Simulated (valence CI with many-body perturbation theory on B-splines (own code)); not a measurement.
## Pb⁷⁵⁺: calculated level list

Level of theory: configuration interaction combined with many-body perturbation theory (CI+MBPT): five valence electrons over a frozen Dirac-Fock core [He], a basis of 11 s, 11 p, 10 d, 8 f, 5 g, 2 h functions for each j, with the one-electron correlation potential Σ1 (screened to all orders), the two-electron term Σ2, the three-electron term Σ3, Breit, model QED; selected single and double excitations, second order for the rest, scaled by the run's own slope (own B-spline code, finite nucleus).

The last digits are not significant, and no measured levels were compared; by estimate large intervals hold to a few tenths of a per cent, small ones and those within an open d or f shell to about a per cent. Among the levels kept, up to 7700 cm⁻¹ of a level comes from second order outside the variational space, and about a tenth of that is noise between levels of different J, which matters for small intervals.

Levels 91 to 135 of 202, with energies above the lowest level, (2s^2 2p1/2^2 2p3/2) J=3/2. "Leading %" is the weight of the configuration and term that name the level; weights of strongly mixed levels are sums over their largest components and can fall short, so below about 35 % the name and the second component can differ from the true leading terms, or belong to a minority configuration. In the jj column 3d3/2^4 stands for four electrons in 3d with j = 3/2.

| No. | Configuration | Term | J | E (eV) | Leading % | Second component | g | Leading jj |
| --- | --- | --- | --- | --- | --- | --- | --- | --- |
| 91 | 2s.2p3.3s | 6S° | 5/2 | 15698 | 50 | 41 % 2s.2p3.3s 4D° | 1.633 | 2s 2p1/2 2p3/2^2 3s (99 %) |
| 92 | 2s.2p3.3s | 4S° | 3/2 | 15733 | 49 | 30 % 2s.2p3.3s 4D° | 1.465 | 2s 2p1/2 2p3/2^2 3s (99 %) |
| 93 | 2s.2p3.3s | 4D° | 7/2 | 15743 | 100 |  | 1.382 | 2s 2p1/2 2p3/2^2 3s (100 %) |
| 94 | 2s2.2p2.4d | 2D | 5/2 | 15766 | 37 | 18 % 2s2.2p2.4d 4D | 1.191 | 2s^2 2p1/2^2 4d5/2 (100 %) |
| 95 | 2s.2p3.3s | 2D° | 5/2 | 15776 | 76 | 22 % 2s.2p3.3s 4D° | 1.194 | 2s 2p1/2 2p3/2^2 3s (100 %) |
| 96 | 2s2.2p2.4f | 2F° | 5/2 | 15786 | 42 | 29 % 2s2.2p2.4f 4G° | 0.847 | 2s^2 2p1/2^2 4f5/2 (100 %) |
| 97 | 2s2.2p2.4f | 2F° | 7/2 | 15819 | 38 | 17 % 2s2.2p2.4f 2G° | 1.134 | 2s^2 2p1/2^2 4f7/2 (100 %) |
| 98 | 2s.2p3.3p | 6P | 3/2 | 15826 | 41 | 20 % 2s.2p3.3p 4D | 1.724 | 2s 2p1/2 2p3/2^2 3p1/2 (100 %) |
| 99 | 2s.2p3.3s | 4P° | 1/2 | 15831 | 84 | 15 % 2s.2p3.3s 2P° | 2.328 | 2s 2p1/2 2p3/2^2 3s (100 %) |
| 100 | 2s.2p3.3p | 4F | 5/2 | 15838 | 29 | 22 % 2s.2p3.3p 4P | 1.327 | 2s 2p1/2 2p3/2^2 3p1/2 (100 %) |
| 101 | 2s.2p3.3s | 2S° | 1/2 | 15859 | 55 | 44 % 2s.2p3.3s 4D° | 1.071 | 2s 2p1/2 2p3/2^2 3s (100 %) |
| 102 | 2s.2p3.3s | 4S° | 3/2 | 15862 | 29 | 23 % 2s.2p3.3s 2D° | 1.414 | 2s 2p1/2 2p3/2^2 3s (100 %) |
| 103 | 2s.2p3.3s | 2D° | 3/2 | 15865 | 36 | 30 % 2s.2p3.3s 4P° | 1.287 | 2s 2p1/2 2p3/2^2 3s (100 %) |
| 104 | 2s.2p3.3s | 2D° | 3/2 | 15868 | 49 | 22 % 2s.2p3.3s 4S° | 1.164 | 2s 2p1/2 2p3/2^2 3s (100 %) |
| 105 | 2s.2p3.3p | 2F | 7/2 | 15873 | 44 | 34 % 2s.2p3.3p 4F | 1.193 | 2s 2p1/2 2p3/2^2 3p1/2 (100 %) |
| 106 | 2s.2p3.3s | 2D° | 5/2 | 15873 | 85 | 11 % 2s.2p3.3s 4D° | 1.205 | 2s 2p1/2 2p3/2^2 3s (100 %) |
| 107 | 2s.2p3.3s | 2P° | 1/2 | 15899 | 95 | 4 % 2s.2p3.3s 4P° | 0.684 | 2s 2p1/2 2p3/2^2 3s (100 %) |
| 108 | 2s.2p3.3p | 4P | 5/2 | 15920 | 51 | 26 % 2s.2p3.3p 2D | 1.409 | 2s 2p1/2 2p3/2^2 3p1/2 (100 %) |
| 109 | 2s.2p3.3p | 4D | 1/2 | 15955 | 71 | 22 % 2s.2p3.3p 2P | 0.262 | 2s 2p1/2 2p3/2^2 3p1/2 (100 %) |
| 110 | 2s.2p3.3p | 4P | 1/2 | 15974 | 52 | 26 % 2s.2p3.3p 2P | 1.523 | 2s 2p1/2 2p3/2^2 3p1/2 (100 %) |
| 111 | 2s.2p3.3p | 2P | 3/2 | 15977 | 29 | 27 % 2s.2p3.3p 4F | 1.028 | 2s 2p1/2 2p3/2^2 3p1/2 (100 %) |
| 112 | 2s.2p3.3p | 2F | 5/2 | 15983 | 62 | 17 % 2s.2p3.3p 2D | 0.961 | 2s 2p1/2 2p3/2^2 3p1/2 (100 %) |
| 113 | 2s.2p3.3p | 4D | 3/2 | 15988 | 36 | 36 % 2s.2p3.3p 2D | 1.066 | 2s 2p1/2 2p3/2^2 3p1/2 (100 %) |
| 114 | 2s.2p3.3p | 2P | 3/2 | 16040 | 40 | 24 % 2s.2p3.3p 2D | 1.163 | 2s 2p1/2 2p3/2^2 3p1/2 (99 %) |
| 115 | 2s.2p3.3p | 4P | 1/2 | 16042 | 42 | 33 % 2s.2p3.3p 2S | 1.861 | 2s 2p1/2 2p3/2^2 3p1/2 (100 %) |
| 116 | 2s2.2p2.3p | 4D° | 7/2 | 16206 | 65 | 34 % 2s2.2p2.3p 2F° | 1.297 | 2s^2 2p3/2^2 3p3/2 (99 %) |
| 117 | 2s2.2p2.3p | 2D° | 5/2 | 16206 | 52 | 38 % 2s2.2p2.3p 4P° | 1.295 | 2s^2 2p3/2^2 3p3/2 (99 %) |
| 118 | 2s2.2p2.3p | 2P° | 1/2 | 16207 | 53 | 35 % 2s2.2p2.3p 2S° | 1.247 | 2s^2 2p3/2^2 3p3/2 (99 %) |
| 119 | 2p4.3s | 4P | 5/2 | 16255 | 66 | 32 % 2p4.3s 2D | 1.430 | 2p1/2^2 2p3/2^2 3s (98 %) |
| 120 | 2s2.2p2.3p | 2P° | 3/2 | 16265 | 61 | 14 % 2s2.2p2.3p 2D° | 1.294 | 2s^2 2p3/2^2 3p3/2 (99 %) |
| 121 | 2p4.3s | 2P | 3/2 | 16268 | 55 | 32 % 2p4.3s 2D | 1.158 | 2p1/2^2 2p3/2^2 3s (98 %) |
| 122 | 2s2.2p2.3p | 2P° | 3/2 | 16296 | 61 | 14 % 2s2.2p2.3p 2D° | 1.308 | 2s^2 2p3/2^2 3p3/2 (99 %) |
| 123 | 2p4.3s | 2S | 1/2 | 16336 | 64 | 23 % 2p4.3s 4P | 1.972 | 2p1/2^2 2p3/2^2 3s (98 %) |
| 124 | 2s2.2p2.3d | 2D | 3/2 | 16341 | 29 | 26 % 2s2.2p2.3d 4P | 1.163 | 2s^2 2p3/2^2 3d3/2 (99 %) |
| 125 | 2s2.2p2.3d | 2F | 7/2 | 16343 | 38 | 30 % 2s2.2p2.3d 2G | 1.072 | 2s^2 2p3/2^2 3d3/2 (99 %) |
| 126 | 2s2.2p2.3d | 4D | 5/2 | 16343 | 28 | 24 % 2s2.2p2.3d 2F | 1.123 | 2s^2 2p3/2^2 3d3/2 (98 %) |
| 127 | 2s2.2p2.3d | 4P | 1/2 | 16348 | 50 | 23 % 2s2.2p2.3d 2P | 1.687 | 2s^2 2p3/2^2 3d3/2 (98 %) |
| 128 | 2p4.3p | 4P° | 3/2 | 16377 | 30 | 18 % 2p4.3p 4S° | 1.428 | 2p1/2^2 2p3/2^2 3p1/2 (98 %) |
| 129 | 2p4.3p | 2D° | 5/2 | 16378 | 36 | 26 % 2p4.3p 4D° | 1.165 | 2p1/2^2 2p3/2^2 3p1/2 (98 %) |
| 130 | 2s2.2p2.3d | 2D | 3/2 | 16417 | 69 | 13 % 2s2.2p2.3d 4F | 0.805 | 2s^2 2p3/2^2 3d3/2 (98 %) |
| 131 | 2p4.3p | 2P° | 1/2 | 16453 | 72 | 19 % 2p4.3p 4D° | 0.638 | 2p1/2^2 2p3/2^2 3p1/2 (98 %) |
| 132 | 2s2.2p2.3d | 2F | 7/2 | 16482 | 37 | 28 % 2s2.2p2.3d 4D | 1.276 | 2s^2 2p3/2^2 3d5/2 (72 %) |
| 133 | 2s2.2p2.3d | 4F | 9/2 | 16484 | 62 | 33 % 2s2.2p2.3d 2G | 1.230 | 2s^2 2p3/2^2 3d5/2 (94 %) |
| 134 | 2s.2p3.3p | 6P | 7/2 | 16492 | 37 | 23 % 2s.2p3.3p 4F | 1.395 | 2s 2p1/2 2p3/2^2 3p3/2 (75 %) |
| 135 | 2s.2p3.3p | 4P | 5/2 | 16495 | 33 | 26 % 2s.2p3.3p 4D | 1.476 | 2s 2p1/2 2p3/2^2 3p3/2 (98 %) |
